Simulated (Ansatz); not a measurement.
Mulliken charges of `[OH][Ti]([OH])([Br])[Br]` from PBE/def2-TZVPP in Ansatz (PBE0-D4/def2-TZVP geometry).

```json
{"atom": "O1", "x (Å)": "-0.986", "y (Å)": "0.016", "z (Å)": "1.095", "charge (e)": "-0.405"}
{"atom": "Ti2", "x (Å)": "0.048", "y (Å)": "0.121", "z (Å)": "-0.321", "charge (e)": "0.736"}
{"atom": "O3", "x (Å)": "1.511", "y (Å)": "-0.830", "z (Å)": "-0.051", "charge (e)": "-0.391"}
{"atom": "Br4", "x (Å)": "-1.126", "y (Å)": "-0.706", "z (Å)": "-2.188", "charge (e)": "-0.173"}
{"atom": "Br5", "x (Å)": "0.603", "y (Å)": "2.379", "z (Å)": "-0.699", "charge (e)": "-0.173"}
{"atom": "H6", "x (Å)": "-1.825", "y (Å)": "0.320", "z (Å)": "1.442", "charge (e)": "0.205"}
{"atom": "H7", "x (Å)": "1.836", "y (Å)": "-1.366", "z (Å)": "0.676", "charge (e)": "0.202"}
```

Question: By hand: the dipole of these point charges (1 e Å = 4.8032 D).

Answer: Σ q r = (-0.069, -0.093, 0.272) e Å, of length 0.296 e Å = 1.42 D.

Question: How does the dipole of the full density compare? (An estimate is asked.)

Answer: Ansatz gave: (-0.101, -0.239, 0.612) e Å, 3.19 D; the point charges give 0.45 times that, at 5° from its direction.

Point charges leave out the atoms' own dipoles, such as those of lone pairs, and Mulliken's split depends on the basis, so the two needn't agree.
